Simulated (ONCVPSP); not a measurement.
**Hg: ONCV pseudisation with PBE, fully relativistic reference atom.**

ONCVPSP 4.0.1 input, shortened (lines: element, Z, core and valence counts, functional; n l f; lmax; l rc ep ncon nbas qcut; lloc lpopt rc5 dvloc0; l nproj debl; icmod fcfact rcfact), PBE, fully relativistic:

```
  Hg 80.00    9    6        4      upf
    1    0    2.00
    2    0    2.00
    2    1    6.00
    3    0    2.00
    3    1    6.00
    3    2   10.00
    4    0    2.00
    4    1    6.00
    4    2   10.00
    4    3   14.00
    5    0    2.00
    5    1    6.00
    5    2   10.00
    6    0    1.75
    6    1    0.25
    3
    0    1.45    0.00    4    7    7.00
    1    1.70    0.00    4    8    7.10
    2    1.65    0.00    3    7   11.20
    3    0.95    0.00    4    8   18.20
    4    4    0.60   -1.00
    0    2    2.40
    1    2    3.20
    2    2    1.50
    3    3    3.50
    3    2.50    1.20
```

Open shells are filled in proportion to 2j + 1.

All-electron outer shells of the reference configuration (PBE, scalar-relativistic, ld1.x):

| shell | level (eV) | outermost node (bohr) | outermost maximum (bohr) |
| --- | --- | --- | --- |
| 4p | -577.46 | 0.22 | 0.39 |
| 4d | -349.36 | 0.20 | 0.40 |
| 5s | -118.80 | 0.47 | 0.82 |
| 4f | -96.50 | – | 0.37 |
| 5p | -67.14 | 0.51 | 0.93 |
| 5d | -10.46 | 0.55 | 1.17 |
| 6s | -7.26 | 1.08 | 2.18 |
| 6p | -1.37 | 1.28 | 3.30 |

Estimate the cutoffs (Ha) at which the residual kinetic energy of the hardest occupied pseudo-wave falls to 1 and 0.1 mHa per electron.

149 Ha and 160 Ha.

What does a ghost test show?

Ghosts flagged at negative energy: s at -327.8 eV, p3/2 at -23.0 eV, f7/2 at -4884.9 eV, f5/2 at -3407.9 eV; GHOST(+) flagged for p1/2 at 54.7 eV. A true bound ghost makes a file unfit for plane-wave use.

Which valence shell sets the plane-wave cutoff?

4f: 149 Ha for 1 mHa per electron, against 22 Ha for 5s.

Its largest configuration-test error is -0.6 meV (4f14 5s2 5p6 5d10 6s1 6p0). 1 of 4 tests not solved or not reliable.
